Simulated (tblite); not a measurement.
C4H11SSi (doublet state).
Z-matrix (Å and degrees, GFN2-xTB geometry), rows numbered from 1:
```
C 
Si  1  1.8988
C   2  1.9069  1  112.05
C   3  1.5282  2  111.92  1    65.44
C   4  1.5197  3  110.98  2   178.60
S   5  1.8296  4  112.61  3   178.72
H   1  1.0893  2  111.00  3   -65.53
H   1  1.0859  2  111.16  3   174.93
H   1  1.0868  2  111.68  3    54.69
H   2  1.4671  1  111.93  3   124.86
H   3  1.0914  2  110.51  1   -56.29
H   3  1.0914  2  109.87  1  -173.59
H   4  1.0921  3  110.14  2   -60.73
H   4  1.0938  3  109.66  2    57.74
H   5  1.0907  4  111.56  3   -59.86
H   5  1.0902  4  111.06  3    61.80
H   6  1.3318  5   96.09  4    62.19
```

Computed values, GFN2-xTB/tblite, gas phase, harmonic and unscaled. The method is semi-empirical: single wavenumbers can be off by several per cent or more. Modes of hydrogen on silicon and sulfur can be 10 to 20 % off. One conformer, not necessarily the lowest. Open shells enter through the occupations alone, without spin polarisation, and single modes of such species can be off by tens of per cent.

Harmonic wavenumbers (cm⁻¹): 42.4, 78.7, 99.3, 105.3, 135.1, 181.5, 215.2, 291.9, 320.9, 475.6, 599.4, 684.7, 718.5, 735.0, 771.5, 794.7, 822.7, 841.2, 848.1, 984.0, 1045.7, 1065.1, 1093.9, 1207.8, 1242.9, 1265.2, 1283.1, 1339.8, 1367.4, 1452.7, 1481.1, 1486.4, 1489.8, 1494.0, 2216.1, 2431.0, 2951.9, 2969.8, 2971.4, 2981.7, 2985.7, 2989.9, 2999.7, 3032.4, 3045.3.

A = 5807, B = 721.7, C = 679.4 MHz; mass 119.035 u (most abundant isotopes); point group C1, symmetry number 1; spin multiplicity 2.

Problem. Zero-point energy?

Solution. ½Σν̃ = 29818 cm⁻¹ = 85.25 kcal/mol.

Problem. Give the ideal-gas entropy at 400 K and 1 bar in the rigid-rotor, harmonic-oscillator model (classical rotation).

Solution. Translation 41.72, rotation 29.99, vibration 38.64, spin (R ln 2) 1.38: S = 111.7 cal/(mol K).

Problem. And Cp and H(400 K) − H(0)?

Solution. Cp = 43.55 cal/(mol K), of which vibrations give 35.60 (their classical limit is 45 R = 89.4); H(400 K) − H(0) = 10.80 kcal/mol without the zero-point energy, 7.63 from vibrations.

Problem. What must be added to the electronic energy to get the Gibbs energy at 400 K and 1 bar?

Solution. ZPE + [H(400 K) − H(0)] − T·S = 85.25 + 10.80 − 44.69 = 51.36 kcal/mol.

Problem. Blend soft modes into free rotors: weight 1/[1 + (100 cm⁻¹/ν̃)⁴] for the oscillator and the rest for a rotor with moment μB/(μ + B), μ = h/(8π²ν), B = 10⁻⁴⁴ kg m². What vibrational entropy results?

Solution. 35.17 cal/(mol K) in place of 38.64, which changes −T·S at 400 K by +1.39 kcal/mol.

Hindered rotation and anharmonicity are outside this model. Other conformers, if any are populated, would add a mixing term that is left out. The structure is chiral; the term R ln 2 for an equal mix with its mirror image is left out.

The run took 0.59 s wall on Arm Neoverse V1, one thread, no GPU, shared host with 32 logical CPUs at a one-minute load of 66. The figure is for the frequency step alone.
